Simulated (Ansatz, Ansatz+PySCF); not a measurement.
```json
{"atom": "Ag", "x (Å)": "0.0000", "y (Å)": "0.0000", "z (Å)": "-0.5623"}
{"atom": "Cl", "x (Å)": "0.0000", "y (Å)": "0.0000", "z (Å)": "1.5546"}
```

Basis set: def2-SVP (spherical functions, with the set's core potentials past Kr). Correlated methods keep 5 orbitals frozen. Charge 0, multiplicity 1.

Computed with Ansatz (development build ahead of 0.2.0); each method stands on the lowest determinant of its kind that the runs found. Restricted open shells among the atoms or ions are ROHF, correlated in semicanonical orbitals with singles.

The atomization energy at this shape (free ground-state atoms in the same class of orbitals less the molecule, no zero-point energy) of singlet AgCl:

```csv
method,atomization energy
RHF-CCSD(T),58.88 kcal/mol
RHF-CCSD,57.14 kcal/mol
RHF,40.58 kcal/mol
UHF,37.79 kcal/mol
```

(1) What does RHF-MP2 give?

Answers

(1) 61.65 kcal/mol. Caution: the shape is not the minimum.
